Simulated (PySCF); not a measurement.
Simulation results for CH$_{5}$Ge$_{2}$O, CH$_{6}$Ge$_{2}$O, Ge$_{2}$H$_{4}$NO, GeH$_{4}$NOSi and others

All values are calculated (PySCF 2.14.0). Calculation on a computer-drawn molecule: the log of a Hartree-Fock and frozen-core CCSD(T) single point meant for a local Hartree-Fock minimum, with one planted fault or none, to be diagnosed. Offsets are logged minus clean, where the clean run is the same molecule without the fault. The reference is restricted for singlets and unrestricted otherwise, and also for a bond in bohr or an excited solution. Adding or removing an electron swaps singlet and doublet. The excited solution moves the top pair (singlet) or top alpha electron (doublet) to the lowest empty orbital. Highest occupied and lowest empty are orbital energies over both spins, largest force is the largest gradient component, triples share is (T) over the correlation energy, the T1 limit is 0.02 restricted and 0.045 unrestricted, electrons count all cores, a negative frequency is imaginary (commonest isotopes), and the dipole is about the centre of nuclear charge; on germanium a core potential holds 10 electrons, which the energies leave out, and 3d is frozen in MP2 and coupled-cluster steps.

Common to all runs: meant basis and core potential on germanium cc-pVDZ-PP ECP10MDF; logged SCF converged yes; possible faults no fault, one electron removed, one electron added, multiplicity raised by two, geometry at a saddle point, SCF held on an excited solution, minimal basis STO-3G, one bond length entered in bohr, all coordinates scaled.

(1) CH$_{5}$Ge$_{2}$O

Logged structure:
```xyz
9
CH5Ge2O
O     -1.2002     0.5713    -0.3197
Ge    -1.5488     2.1349     0.3173
C     -1.0615     2.4866     3.6812
Ge    -0.4801     1.1538     4.7555
H     -1.3113     0.3955    -1.2468
H     -2.0259     3.1573    -0.6838
H     -1.2716     3.4581     4.1140
H     -0.1706    -0.2208     4.2128
H     -0.2905     1.3925     6.2352
```

* meant charge: 1
* meant multiplicity: 1
* meant basis: cc-pVDZ
* logged electrons: 82
* logged basis functions: 99
* logged spin squared: 1.0256
* logged highest occupied: -12.052 eV
* logged lowest empty: -5.7351 eV
* logged largest force: 0.056313 hartree/bohr
* logged T1 diagnostic: 0.037881
* logged D1 diagnostic: 0.21792
* logged triples share: 0.031724
* logged CC converged: yes
* logged dipole magnitude: 5.6162 debye
* logged SCF stable within its kind: yes
* logged energy HF: -701.9743 hartree
* logged energy CCSD(T): -702.49343 hartree
* planted fault: one bond length entered in bohr, row 2 of the drawn bonds
* HF energy offset from clean run: 94.36 kcal/mol
* CCSD(T) energy offset from clean run: 110 kcal/mol

Drawn bonds:
```csv
atom,other atom,order
1,2,1
2,3,2
3,4,1
1,5,1
2,6,1
3,7,1
4,8,1
4,9,1
```

(2) CH$_{6}$Ge$_{2}$O

Logged structure:
```xyz
10
CH6Ge2O
O      2.0855    -0.2868     0.2961
Ge     1.0937    -1.4636     1.3366
C     -0.6407    -1.9370     0.8984
Ge    -1.7293    -1.3029    -0.7032
H      3.0103    -0.0977     0.6200
H      1.9705    -1.9481     2.5890
H     -1.1259    -2.6708     1.6326
H     -0.8573    -0.2802    -1.5989
H     -2.1792    -2.5579    -1.6269
H     -3.0835    -0.5533    -0.2185
```

- meant charge: 0
- meant multiplicity: 1
- meant basis: cc-pVDZ
- logged electrons: 84
- logged basis functions: 104
- logged spin squared: 0
- logged highest occupied: -8.1827 eV
- logged lowest empty: 2.0035 eV
- logged largest force: 0.047335 hartree/bohr
- logged T1 diagnostic: 0.016436
- logged D1 diagnostic: 0.056995
- logged triples share: 0.033599
- logged CC converged: yes
- logged dipole magnitude: 3.4801 debye
- logged SCF stable within its kind: yes
- logged energy HF: -702.89915 hartree
- logged energy CCSD(T): -703.49767 hartree
- planted fault: all coordinates scaled, by +5.5 %
- HF energy offset from clean run: 17.35 kcal/mol
- CCSD(T) energy offset from clean run: 7.735 kcal/mol

Drawn bonds:
```csv
atom,other atom,order
1,2,1
2,3,2
3,4,1
1,5,1
2,6,1
3,7,1
4,8,1
4,9,1
4,10,1
```

(3) Ge$_{2}$H$_{4}$NO

Logged structure:
```xyz
8
Ge2H4NO
O     -2.6915    -1.2352     2.4486
Ge    -1.6907    -0.1856     1.4705
N     -0.6365     0.8596     2.2239
Ge     0.5178     2.0566     1.4571
H     -3.2746    -1.8100     1.9734
H     -2.0094    -0.4592     0.0060
H      0.1710     3.4784     1.9467
H      1.9600     1.7151     1.8870
```

* meant charge: 0
* meant multiplicity: 2
* meant basis: cc-pVDZ
* logged electrons: 83
* logged basis functions: 94
* logged spin squared: 0.7676
* logged highest occupied: -7.9405 eV
* logged lowest empty: 1.7645 eV
* logged largest force: 2.152e-05 hartree/bohr
* logged lowest frequency: 100.96 cm⁻¹
* logged T1 diagnostic: 0.020924
* logged D1 diagnostic: 0.087112
* logged triples share: 0.032778
* logged CC converged: yes
* logged dipole magnitude: 4.9901 debye
* logged SCF stable within its kind: yes
* logged energy HF: -718.33295 hartree
* logged energy CCSD(T): -718.91454 hartree
* planted fault: no fault
* HF energy offset from clean run: 0 kcal/mol
* CCSD(T) energy offset from clean run: 0 kcal/mol

Drawn bonds:
```csv
atom,other atom,order
1,2,1
2,3,2
3,4,1
1,5,1
2,6,1
4,7,1
4,8,1
```

(4) GeH$_{4}$NOSi

Logged structure:
```xyz
8
GeH4NOSi
O     -0.7493    -2.7518    -1.5225
Ge    -0.3411    -1.1169    -1.8103
N      0.6374    -0.2363    -0.7529
Si     1.5456     0.6662     0.1800
H     -0.4237    -3.1967    -0.7474
H     -0.9545    -0.6135    -3.0802
H      0.9742     1.4583     1.2668
H      2.9940     0.7347     0.0005
```

* meant charge: 1
* meant multiplicity: 1
* meant basis: cc-pV(D+d)Z
* logged electrons: 64
* logged basis functions: 94
* logged spin squared: 0
* logged highest occupied: -9.0429 eV
* logged lowest empty: -10.129 eV
* logged largest force: 0.082864 hartree/bohr
* logged CC converged: no
* logged dipole magnitude: 2.9383 debye
* logged SCF stable within its kind: no
* logged energy HF: -713.21272 hartree
* planted fault: SCF held on an excited solution
* HF energy offset from clean run: 315.8 kcal/mol

Drawn bonds:
```csv
atom,other atom,order
1,2,1
2,3,2
3,4,1
1,5,1
2,6,1
4,7,1
4,8,1
```

Notes: CCSD not converged.

(5) AlGeH$_{3}$NO

Logged structure:
```xyz
7
AlGeH3NO
O     -1.3937    -3.4541     3.3264
Ge    -1.4419    -2.2482     1.9969
N      0.1303    -1.3922     1.9056
Al     1.4347    -0.4476     1.7052
H     -0.7774    -3.2178     4.0051
H     -1.7459    -3.0915     0.7316
H      2.6873     0.4556     1.5452
```

* meant charge: 0
* meant multiplicity: 2
* meant basis: cc-pV(D+d)Z
* logged electrons: 63
* logged basis functions: 89
* logged spin squared: 0.7594
* logged highest occupied: -7.428 eV
* logged lowest empty: 1.3477 eV
* logged largest force: 1.684e-05 hartree/bohr
* logged lowest frequency: 77.834 cm⁻¹
* logged T1 diagnostic: 0.025143
* logged D1 diagnostic: 0.079457
* logged triples share: 0.033317
* logged CC converged: yes
* logged dipole magnitude: 6.329 debye
* logged SCF stable within its kind: yes
* logged energy HF: -666.31533 hartree
* logged energy CCSD(T): -666.85433 hartree
* planted fault: no fault
* HF energy offset from clean run: 0 kcal/mol
* CCSD(T) energy offset from clean run: 0 kcal/mol

Drawn bonds:
```csv
atom,other atom,order
1,2,1
2,3,1
3,4,2
1,5,1
2,6,1
4,7,1
```

(6) ClGeHO

Logged structure:
```xyz
4
ClGeHO
O      0.4701     1.1763     1.3714
Ge    -1.0029     0.8501     0.4389
Cl    -2.4002     0.9099     2.1433
H      1.2726     1.2096     0.8670
```

* meant charge: 0
* meant multiplicity: 1
* meant basis: cc-pV(D+d)Z
* logged electrons: 58
* logged basis functions: 65
* logged spin squared: 0
* logged highest occupied: -10.316 eV
* logged lowest empty: 0.76988 eV
* logged largest force: 3.244e-05 hartree/bohr
* logged lowest frequency: 232.77 cm⁻¹
* logged T1 diagnostic: 0.017577
* logged D1 diagnostic: 0.06054
* logged triples share: 0.026109
* logged CC converged: yes
* logged dipole magnitude: 3.9055 debye
* logged SCF stable within its kind: yes
* logged energy HF: -828.39943 hartree
* logged energy CCSD(T): -828.83739 hartree
* planted fault: no fault
* HF energy offset from clean run: 0 kcal/mol
* CCSD(T) energy offset from clean run: 0 kcal/mol

Drawn bonds:
```csv
atom,other atom,order
1,2,1
2,3,1
1,4,1
```
